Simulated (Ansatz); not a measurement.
`C#[C][Ti]([OH])([F])[F]` + H–F → `[OH][Ti]([F])([F])[F]` + `C#C` at 400 K and 1 bar (ligand exchange at a Ti–C bond).

Isolated molecules relaxed with PBE0-D4/def2-TZVP in Ansatz; ΔE leaves out vibrations. CCSD(T)/CBS adds triple-zeta CCSD(T) − MP2 to the extrapolated MP2 energy (def2 sets, frozen cores). This one scheme is used for every species. For Ti outer-core shells are correlated without core-valence functions, which leaves a few kJ/mol of doubt a bond. Scalar relativity is left out up to krypton. One conformer a species, not always the lowest.

| species | CCSD(T)/CBS energy (Eh) | H − E (kJ/mol) | S (J/(mol·K)) |
| --- | --- | --- | --- |
| `C#[C][Ti]([OH])([F])[F]` | -1201.12065 | 131.8 | 414.7 |
| H–F | -100.39570 | 36.5 | 182.2 |
| `[OH][Ti]([F])([F])[F]` | -1224.33935 | 82.5 | 379.7 |
| `C#C` | -77.22717 | 85.5 | 213.8 |

H − E and S are ideal-gas, rigid-rotor, harmonic terms from PBE0-D4/def2-TZVP, for one conformer and one mirror image of each species. 1 Eh = 2625.50 kJ/mol, R = 8.31446 J/(mol·K).

Task: By hand: ΔE, ΔH, ΔS and ΔG.

Result: ΔE = (-1224.33935) + (-77.22717) − (-1201.12065) − (-100.39570) = -0.05017 Eh = -131.7 kJ/mol. Δ(H − E) = 82.5 + 85.5 − 131.8 − 36.5 = -0.3, so ΔH = -132.0 kJ/mol. ΔS = 379.7 + 213.8 − 414.7 − 182.2 = -3.4 J/(mol·K). ΔG = -132.0 − 400 × (-3.4)/1000 = -130.6 kJ/mol.

Task: By hand: the equilibrium constant, and the temperature at which ΔG would vanish if ΔH and ΔS stayed fixed.

Result: log₁₀ K = −ΔG/(RT ln 10) = 17.1. ΔG = 0 at ΔH/ΔS = 38824 K, far beyond where these terms or the molecules hold.

The number of gas molecules stays the same, so ΔS is small and ΔH decides. A doubt of 5 kJ/mol in ΔE shifts log₁₀ K by 0.7 here. Other conformers and mirror images would add mixing entropy, several J/(mol·K) or more a flexible species. These are equilibria of isolated gas molecules and say nothing of rates. Largest T1 diagnostic: 0.023 (customary marks: 0.02 for closed shells, 0.045 for open ones).
